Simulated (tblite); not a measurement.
Species: C₆H₈OSSi.
Cartesian coordinates in Å at the GFN2-xTB level; atoms count from 1:
```xyz
17
C6H8OSSi angstrom
C      1.2094   -1.0729   -0.9079
C      0.6688   -0.2317   -0.0250
O      1.3930    0.5593    0.7991
Si     2.9875    0.7917    1.0171
C     -0.7597   -0.0590    0.1605
C     -1.8201   -0.6578   -0.4656
C     -3.0635   -0.2014    0.0104
C     -2.9376    0.7340    0.9893
S     -1.2973    1.0806    1.3522
H      2.2754   -1.1604   -1.0070
H      0.5964   -1.6816   -1.5432
H      3.6129    1.2845   -0.2119
H      2.9255    1.7880    2.0727
H      3.6435   -0.4535    1.4221
H     -1.7163   -1.3976   -1.2378
H     -4.0099   -0.5532   -0.3599
H     -3.7153    1.2431    1.5229
```

Level: GFN2-xTB in tblite, geometry and Hessian alike; calculated harmonic values, unscaled, isolated species. Against measured fundamentals such values can be off by several per cent, at times by over 20. Modes of hydrogen on silicon can be 10 to 20 % off. One conformer, not necessarily the lowest.

Harmonic wavenumbers (cm⁻¹): 36.5, 59.4, 94.8, 137.8, 172.0, 199.6, 335.1, 374.0, 402.0, 517.8, 560.0, 595.4, 619.9, 623.6, 680.8, 692.6, 737.3, 741.5, 754.5, 793.6, 804.8, 806.5, 818.3, 824.7, 847.8, 855.1, 1011.8, 1048.2, 1080.0, 1109.7, 1188.2, 1270.7, 1352.6, 1384.4, 1448.1, 1548.7, 1652.5, 2233.7, 2259.6, 2356.0, 3126.2, 3135.4, 3140.4, 3163.9, 3176.4.

A = 2860, B = 724.5, C = 581.9 MHz; mass 156.007 u (most abundant isotopes); point group Cs, symmetry number 1.

Question: Zero-point energy?

Answer: Half the sum of the wavenumbers: 25386 cm⁻¹ = 303.68 kJ/mol.

Question: What is S at 200 K and 1 bar for an ideal gas of classical rigid rotors and harmonic oscillators?

Answer: Translation 163.54, rotation 120.40, vibration 81.31: S = 365.3 J/(mol K).

Question: And Cp and H(200 K) − H(0)?

Answer: Cp = 118.65 J/(mol K), of which vibrations give 85.40 (their classical limit is 45 R = 374.2); H(200 K) − H(0) = 15.17 kJ/mol without the zero-point energy, 8.52 from vibrations.

Question: Blend soft modes into free rotors: weight 1/[1 + (100 cm⁻¹/ν̃)⁴] for the oscillator and the rest for a rotor with moment μB/(μ + B), μ = h/(8π²ν), B = 10⁻⁴⁴ kg m². What vibrational entropy results?

Answer: 73.41 J/(mol K) in place of 81.31, which changes −T·S at 200 K by +1.58 kJ/mol.

Question: How do the functions run with temperature in this model?

Answer: 
| T (K) | S (J/(mol K)) | Cp (J/(mol K)) | H − H(0) (kJ/mol) | G − H(0) (kJ/mol) | ln q(vib) |
| --- | --- | --- | --- | --- | --- |
| 150 | 334.7 | 95.6 | 9.83 | -40.37 | 3.37 |
| 250 | 394.4 | 143.4 | 21.72 | -76.87 | 5.94 |
| 298.15 | 421.6 | 166.4 | 29.19 | -96.52 | 7.19 |
| 400 | 476.7 | 208.5 | 48.36 | -142.30 | 9.86 |
| 600 | 572.9 | 265.5 | 96.23 | -247.52 | 15.07 |
| 900 | 690.9 | 314.8 | 184.00 | -437.79 | 22.34 |

q(vib) and H(0) count from the zero-point level.

Question: What must be added to the electronic energy to get the Gibbs energy at 200 K and 1 bar?

Answer: ZPE + [H(200 K) − H(0)] − T·S = 303.68 + 15.17 − 73.05 = 245.80 kJ/mol.

Hindered rotation and anharmonicity are outside this model. Other conformers, if any are populated, would add a mixing term that is left out.
